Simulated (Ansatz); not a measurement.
Born–Oppenheimer molecular dynamics of C₂H₈BN (12 atoms, charge 0, multiplicity 1). It starts from a relaxed structure.

Computed with RKS PBE0/STO-3G (Ansatz).

```json
{"ensemble": "NVE (Milne-controlled integrator)", "time step": "0.5 fs", "steps asked": "166", "starting velocities drawn for": "700 K", "seed": "639276"}
```

First frame:

```xyz
12
Properties=species:S:1:pos:R:3
B 0.001 -0.013 0.034
N 0.010 -0.106 1.416
H -0.841 -0.239 1.991
H 0.869 -0.051 1.993
C 1.367 0.185 -0.743
H 1.558 -0.664 -1.412
H 1.330 1.078 -1.381
H 2.233 0.285 -0.079
C -1.375 -0.105 -0.745
H -2.231 -0.302 -0.089
H -1.577 0.830 -1.284
H -1.345 -0.898 -1.503
```

**Question.** How far do the bonds stretch over the last three quarters of this one trajectory? (Pairs bonded in most of those frames.)

**Answer.** 
```
  bond  mean (Å)  spread (Å)  shortest  longest
 B1–N2     1.390       0.032      1.34     1.45
 B1–C5     1.579       0.030      1.53     1.62
 B1–C9     1.586       0.033      1.54     1.64
 N2–H3     1.038       0.018      1.01     1.07
 N2–H4     1.040       0.026      1.00     1.08
 C5–H6     1.101       0.027      1.05     1.15
 C5–H7     1.106       0.044      1.02     1.18
 C5–H8     1.100       0.034      1.04     1.17
C9–H10     1.098       0.012      1.08     1.12
C9–H11     1.106       0.032      1.06     1.15
C9–H12     1.099       0.030      1.05     1.15
```

Mean temperature of the second half: 344 K. The conserved energy stayed within 0.092 meV per atom of its start (net change -0.015 meV per atom), so the integration is sound. Over the second half the temperature averaged 0.49 of the 700 K drawn at the start: a run that starts near a minimum puts about half its kinetic energy into the potential. A run of 0.083 ps of so small a system gives no equilibrium averages. Limits of this set-up: minimal basis.

Run time: 4.6 min on 1 thread of Arm Neoverse V1 (shared host), peak memory 0.083 GiB.
